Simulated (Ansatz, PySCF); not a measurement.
Process, species as SMILES: CCCC[C@H](C)Cl [(2S)-2-chlorohexane] → CCCC[C](C)Cl + H atom (the C-H bond at the site shown breaks; other sites are not compared here)
Geometries: B3LYP-D3(BJ)/def2-TZVP minima from Ansatz (a first-principles code), one conformer each, not searched for the lowest. Frequencies are from Ansatz or PySCF.

Quantity: bond dissociation energy (enthalpy at 298 K, with B3LYP-D3(BJ) rigid-rotor harmonic-oscillator terms), in kJ/mol. Correlated levels leave the core frozen unless marked. Open shells are spin-unrestricted. Spin-orbit coupling is left out. Non-relativistic. CBS(X,Y): correlation extrapolated as X^-3; Hartree-Fock from the larger set. [CCSD(T)-MP2]/basis is that difference in the basis named.

```tsv
level	program	bond dissociation energy (kJ/mol)
SVWN5/def2-TZVPD	Ansatz	[?]
r2SCAN-D3(BJ)/def2-TZVPD	Ansatz + dftd3	374.0
B3LYP/def2-TZVPD	Ansatz	[?]
PBE0/def2-QZVPP	Ansatz	378.9
BHLYP-D3(BJ)/def2-TZVPD	Ansatz + dftd3	387.8
BHLYP-D4/def2-TZVPD	Ansatz + dftd4	386.9
r2SCAN0-D4/def2-TZVPD	Ansatz + dftd4	375.9
B2GP-PLYP-D4/def2-TZVPD	Ansatz + dftd4	391.5
SCS-MP2/STO-3G	Ansatz	460.3
SCS-MP2/cc-pV(D+d)Z	Ansatz	391.5
CCSD/6-31G*	Ansatz	[?]
RI-MP2/CBS(cc-pV(T+d)Z,cc-pV(Q+d)Z)+[CCSD(T)-MP2]/cc-pV(T+d)Z	Ansatz	[?]
```

**Question.** Fill in the missing entries.

**Answer.** 
- SVWN5/def2-TZVPD, bond dissociation energy (kJ/mol): 420.8
- B3LYP/def2-TZVPD, bond dissociation energy (kJ/mol): 385.2
- CCSD/6-31G*, bond dissociation energy (kJ/mol): 368.6
- RI-MP2/CBS(cc-pV(T+d)Z,cc-pV(Q+d)Z)+[CCSD(T)-MP2]/cc-pV(T+d)Z, bond dissociation energy (kJ/mol): 406.9
